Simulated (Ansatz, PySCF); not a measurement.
Mo(NH)(S)(F)(Cl) (ClFHMoNS), SMILES [NH]=[Mo]([F])(=[S])[Cl], multiplicity 1.

Coordinates come from a B3LYP-D3(BJ)/def2-SVP optimisation. The spin state was assumed, not searched. The structure was generated by enumeration; whether it is a known compound was not checked. The def2 effective core potentials stand for the cores of Mo; spin–orbit coupling is left out.

Vertical ionisation energy (IE) and electron affinity (EA) in eV. Rows of orbital energies are one-electron estimates. Where ΔSCF, EOM or ADC give a negative EA the extra electron is unbound and the value depends on the basis.

| level | IE | EA |
|---|---|---|
| −ε(HOMO), −ε(LUMO), HF/def2-TZVP (PySCF) | 10.71 | 0.21 |
| −ε(HOMO), −ε(LUMO), PBE/def2-TZVP (PySCF) | 6.83 | 4.07 |
| ΔSCF, PBE0/def2-SVPD (Ansatz), final states of multiplicity 2 and 2 | 10.02 | 1.87 |
| ΔSCF, PBE/def2-SVPD (Ansatz), final states of multiplicity 2 and 2 | (withheld) | (withheld) |

Some entries are withheld; supply them. (An estimate is asked for; the answer gives what the named calculation found.)


- ΔSCF, PBE/def2-SVPD (Ansatz, a program for electronic structure), final states of multiplicity 2 and 2, IE: 9.82
- ΔSCF, PBE/def2-SVPD (Ansatz), final states of multiplicity 2 and 2, EA: 1.43

What vertical singlet–triplet gap does ΔSCF give with PBE0/def2-SVPD (Ansatz) and with PBE/def2-SVPD (Ansatz)? (An estimate is asked for; the answer gives what the named calculation found.)

2.37 and 2.65 eV (triplet above singlet where positive).
